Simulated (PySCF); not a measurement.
**Magnetic susceptibility: `C=C[Si@@H]1CC[C@H]1C`, C₆H₁₂Si**

Molfile (atoms numbered from 1):
```
C6H12Si
     RDKit          3D

 19 19  0  0  0  0  0  0  0  0999 V2000
    3.2826   -0.1846   -0.7594 C   0  0  0  0  0  0  0  0  0  0  0  0
    2.2624    0.2132   -0.0160 C   0  0  0  0  0  0  0  0  0  0  0  0
    0.4711    0.2098   -0.5838 Si  0  0  2  0  0  4  0  0  0  0  0  0
   -0.5891    1.6981   -0.0160 C   0  0  0  0  0  0  0  0  0  0  0  0
   -1.5024    0.7810    0.8227 C   0  0  0  0  0  0  0  0  0  0  0  0
   -0.8266   -0.5896    0.5906 C   0  0  1  0  0  0  0  0  0  0  0  0
   -1.7520   -1.6366   -0.0100 C   0  0  0  0  0  0  0  0  0  0  0  0
    4.3033   -0.1618   -0.4089 H   0  0  0  0  0  0  0  0  0  0  0  0
    3.1393   -0.5538   -1.7616 H   0  0  0  0  0  0  0  0  0  0  0  0
    2.4683    0.5746    0.9848 H   0  0  0  0  0  0  0  0  0  0  0  0
    0.3612   -0.1743   -1.9958 H   0  0  0  0  0  0  0  0  0  0  0  0
   -1.1271    2.2297   -0.7970 H   0  0  0  0  0  0  0  0  0  0  0  0
   -0.0747    2.4457    0.5842 H   0  0  0  0  0  0  0  0  0  0  0  0
   -2.5269    0.7834    0.4530 H   0  0  0  0  0  0  0  0  0  0  0  0
   -1.5272    1.0640    1.8746 H   0  0  0  0  0  0  0  0  0  0  0  0
   -0.4138   -0.9869    1.5204 H   0  0  0  0  0  0  0  0  0  0  0  0
   -2.1967   -1.2680   -0.9322 H   0  0  0  0  0  0  0  0  0  0  0  0
   -1.2042   -2.5487   -0.2381 H   0  0  0  0  0  0  0  0  0  0  0  0
   -2.5574   -1.8858    0.6810 H   0  0  0  0  0  0  0  0  0  0  0  0
  1  2  2  0
  2  3  1  0
  3  4  1  0
  4  5  1  0
  5  6  1  0
  6  7  1  0
  6  3  1  0
  1  8  1  0
  1  9  1  0
  2 10  1  0
  3 11  1  6
  4 12  1  0
  4 13  1  0
  5 14  1  0
  5 15  1  0
  6 16  1  1
  7 17  1  0
  7 18  1  0
  7 19  1  0
M  END
```

The calculation used GIAO HF/pcSseg-1 magnetisability, rotational g tensor and spin-rotation constants, non-relativistic, gas phase in PySCF. Geometry: GFN2-xTB.

Problem. What are the magnetisability and the molar susceptibility?

Solution. Isotropic -1305 × 10⁻³⁰ J/T², or -78.6 × 10⁻⁶ cm³/mol; principal values -1511, -1294, -1108 × 10⁻³⁰ J/T², anisotropy 349 × 10⁻³⁰ J/T² (root of half the summed squared differences of the principal values). The susceptibility is in cgs units.

Problem. Split it along the inertial axes a, b, c into diamagnetic and paramagnetic parts about the centre of mass, with the quadrupole moment.

Solution. 
| axis | χ (10⁻⁶ cm³/mol) | diamagnetic (10⁻⁶ cm³/mol) | paramagnetic (10⁻⁶ cm³/mol) | summed x² of all electrons (Å²) | quadrupole Θ (D Å) |
| --- | --- | --- | --- | --- | --- |
| a | -78.4 | -468.3 | 389.9 | 212.1 | +2.35 |
| b | -87.2 | -1038.5 | 951.3 | 77.7 | -3.06 |
| c | -70.1 | -1229.5 | 1159.4 | 32.7 | +0.71 |

Anisotropies 2χaa − χbb − χcc = +0.5 and 2χbb − χaa − χcc = -25.8 × 10⁻⁶ cm³/mol. Θ is traceless in Buckingham's convention.

Problem. And the rotational g tensor?

Solution. 
| axis | rotational constant (GHz) | g | nuclear part | electronic part |
| --- | --- | --- | --- | --- |
| a | 3.7368 | -0.0304 | 0.6540 | -0.6844 |
| b | 1.3599 | -0.0034 | 0.6044 | -0.6078 |
| c | 1.1274 | -0.0131 | 0.6010 | -0.6140 |

Asymmetric top; isotopes 12C, 1H, 28Si; no vibrational averaging.
